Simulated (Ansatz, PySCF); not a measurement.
Torsion H4–N1–Si2–Cl3 in ClH2NSi (SMILES N[Si]Cl); at each angle all else is relaxed with GFN2-xTB, and the levels are single points there.
Geometry at 0° (charge 0, multiplicity 1):
```xyz
5

N     -0.662    -0.014     0.058
Si     0.751    -0.910     0.392
Cl     1.883     0.622     1.245
H     -0.777     0.969     0.268
H     -1.479    -0.412    -0.373
```

On the grid 0° to 330°, 270° is the highest and 0° the lowest point at CCSD(T)/CBS(cc-pV(T+d)Z, cc-pV(Q+d)Z).

Correlated levels freeze the cores. CBS: X⁻³ extrapolation of the correlation energy, Hartree–Fock from the larger set.

Programs: Ansatz (Gaussian basis) for Hartree–Fock, density functionals and correlated methods; PySCF for the dispersion terms. 

PBE/def2-TZVPP gives 613.3 meV for the energy at 270° less that at 0°.

Problem. Where do these levels fall relative to PBE: PBE-D3(BJ)/def2-TZVPP, r2SCAN/def2-TZVPP, PBE0/def2-TZVPP, wB97M-V/def2-TZVPP, MP2/CBS(cc-pV(T+d)Z, cc-pV(Q+d)Z), CCSD(T)/CBS(cc-pV(T+d)Z, cc-pV(Q+d)Z).

Solution. PBE-D3(BJ)/def2-TZVPP 0.2; r2SCAN/def2-TZVPP 39.3; PBE0/def2-TZVPP 16.9; wB97M-V/def2-TZVPP 12.5; MP2/CBS(cc-pV(T+d)Z, cc-pV(Q+d)Z) 39.2; CCSD(T)/CBS(cc-pV(T+d)Z, cc-pV(Q+d)Z) 15.6 meV. 6 of 6 lie above PBE; the widest gap is to r2SCAN/def2-TZVPP.

Ansatz is an electronic-structure program.
